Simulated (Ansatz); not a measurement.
Ansatz (a program for electronic structure) input (X2C-CCSD(T)/cc-pVTZ-DK):

Ansatz 0.2 input:
```yaml
crystal:
  periodic: [false, false, false]
  atoms:
    - {symbol: C, position_ang: [2.12556985, -0.03920391, 0.07589669]}
    - {symbol: C, position_ang: [0.78921831, -0.68892799, 0.16913768]}
    - {symbol: B, position_ang: [-0.58267378, -0.00716705, -0.01705773]}
    - {symbol: N, position_ang: [-1.76526280, -0.79116795, 0.11095876]}
    - {symbol: N, position_ang: [-0.67260427, 1.38263037, -0.31207197]}
    - {symbol: H, position_ang: [2.74481987, -0.49976362, -0.70465016]}
    - {symbol: H, position_ang: [2.06797633, 1.02843463, -0.14441276]}
    - {symbol: H, position_ang: [2.69375699, -0.14892327, 1.00850097]}
    - {symbol: H, position_ang: [0.82108144, -1.75385067, 0.39212308]}
    - {symbol: H, position_ang: [-1.73536549, -1.77265254, 0.31899469]}
    - {symbol: H, position_ang: [-2.69788622, -0.43200693, 0.00635775]}
    - {symbol: H, position_ang: [0.13478951, 1.96958662, -0.41144346]}
    - {symbol: H, position_ang: [-1.53946295, 1.87356549, -0.44259511]}
basis:
  gaussian:
    orbitals: cc-pVTZ-DK
magnetization: {spin_polarized: true, initial_magnetization: 1}
correlation: {method: ccsd_t, electrons: outside_noble_gas}
```

Output:

```
Functional definition: HF
integrals: 3.00 GiB planned
1491 factors; integrals over basis functions are off by at most 1.3e-3 eV
1.21 GiB of device memory are held for the factors and their scratch space
mean field: 1.23 GiB planned
mean field evaluation 1: about -5823.5143 eV, gradient 3.4e1 eV
mean field evaluation 2: about -5823.5166 eV, gradient 3.4e1 eV
mean field evaluation 4: about -5828.9156 eV, gradient 3.1e0 eV
mean field evaluation 8: about -5829.0135 eV, gradient 1.7e-1 eV
mean field evaluation 16: about -5829.0035 eV, gradient 8.6e-1 eV
mean field evaluation 32: about -5824.0512 eV, gradient 6.6e-2 eV
mean field -5829.01405731 eV, -214.2123155586 hartree, gradient 1.8e-6 eV, S^2 0.761894; 0 other end points of the search recorded, 0 dependent functions left out
5 core orbitals not correlated
reference -5829.01405731 eV, -214.2123155586 hartree; 15, 14 occupied and 242, 243 virtual orbitals, 1491 factors
second order -23.04032777 eV of doubles, -0.00000000 eV of singles
coupled cluster: 26.65 GiB planned
cycle   1  -23.69634956 eV  change   -6.6e-1 eV  update   9.1e-2
cycle   2  -24.20702967 eV  change   -5.1e-1 eV  update   2.7e-2
cycle   3  -24.30907437 eV  change   -1.0e-1 eV  update   1.5e-2
cycle   4  -24.30206441 eV  change    7.0e-3 eV  update   5.1e-3
cycle   5  -24.30164834 eV  change    4.2e-4 eV  update   2.9e-3
cycle   6  -24.30217734 eV  change   -5.3e-4 eV  update   1.0e-3
cycle   7  -24.30201641 eV  change    1.6e-4 eV  update   4.1e-4
cycle   8  -24.30211979 eV  change   -1.0e-4 eV  update   1.4e-4
cycle   9  -24.30212294 eV  change   -3.1e-6 eV  update   5.5e-5
cycle  10  -24.30209822 eV  change    2.5e-5 eV  update   2.0e-5
perturbative correction -0.93720512 eV, -0.0344416528 hartree
Total energy: -5854.25336065 eV, -215.1398428485 hartree
Relativity: scalar
```

It need not be the lowest isomer of its formula.
